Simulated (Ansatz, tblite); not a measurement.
Spin states of the cluster Na5⁺ (the lowest singlet isomer of a short search), each relaxed with r2SCAN/def2-SVP in Ansatz. Electronic energies in the gas phase.

The xTB rows come from tblite. Correlated methods freeze 5 core orbitals; core or outer-core shells of Na are correlated, in sets that lack core-valence functions. The structure comes from a short search, and lower isomers may exist.

Singlet geometry:

```xyz
5

Na    0.985   -2.365    2.621
Na   -0.015    0.021    0.012
Na   -2.177   -1.243    2.711
Na    0.803    3.165   -1.727
Na    0.405    0.421   -3.617
```

Triplet geometry (C2v within 0.1 Å):

```xyz
5

Na   -1.915   -0.218    1.718
Na    1.495   -0.297    0.986
Na   -0.444   -2.756   -0.726
Na    0.906    0.406   -2.381
Na   -0.041    2.865    0.403
```

Quintet geometry:

```xyz
5

Na   -4.847   -3.063    5.062
Na   -0.386    0.334   -0.226
Na   -2.835   -1.070    2.356
Na    5.610    2.423   -4.631
Na    2.457    1.376   -2.561
```

⟨S²⟩: triplet 2.02 at PBE0/def2-TZVP (pure 2.00), quintet 6.00 at PBE0/def2-TZVP (pure 6.00).

Run but left out: HF/STO-3G (singlet: restricted singlet, unstable in another Hartree–Fock run and untested here); HF/def2-TZVP (singlet: restricted singlet, unstable towards broken spin symmetry).

Only these spin states were relaxed. The triplet has other bonds than the singlet, so the gap mixes isomer and spin. The quintet has other bonds than the singlet, so the gap mixes isomer and spin.

| level | triplet − singlet (kcal/mol) | quintet − singlet (kcal/mol) | lowest of these | remarks |
| --- | --- | --- | --- | --- |
| GFN1-xTB | 23.7 | 112.2 | singlet | – |
| GFN2-xTB | 26.1 | 76.2 | singlet | – |
| PBE/def2-TZVP | 9.2 | 39.5 | singlet | – |
| revPBE/def2-TZVP | 9.4 | 38.1 | singlet | – |
| r2SCAN/def2-TZVP | 3.8 | 29.5 | singlet | – |
| r2SCANh/def2-TZVP | 4.0 | 29.7 | singlet | – |
| PBE0/def2-TZVP | 8.5 | 36.2 | singlet | – |
| BHLYP/def2-TZVP | 14.0 | 37.7 | singlet | – |
| CAM-B3LYP/def2-TZVP | 14.0 | 38.3 | singlet | – |
| B2PLYP/def2-TZVP | 13.1 | 38.4 | singlet | – |
| RPA@PBE/def2-TZVP | 10.1 | 34.3 | singlet | – |
| MP2/def2-TZVP | 10.0 | 28.8 | singlet | restricted SCF unstable (singlet) |

Change of the quintet − singlet gap on mixing in exact exchange, in kcal/mol: PBE to PBE0 (25 % exact exchange) -3.3; r2SCAN to r2SCANh (10 % exact exchange) 0.2.

The xTB methods have no term that favours high spin, so they put low spin too low.
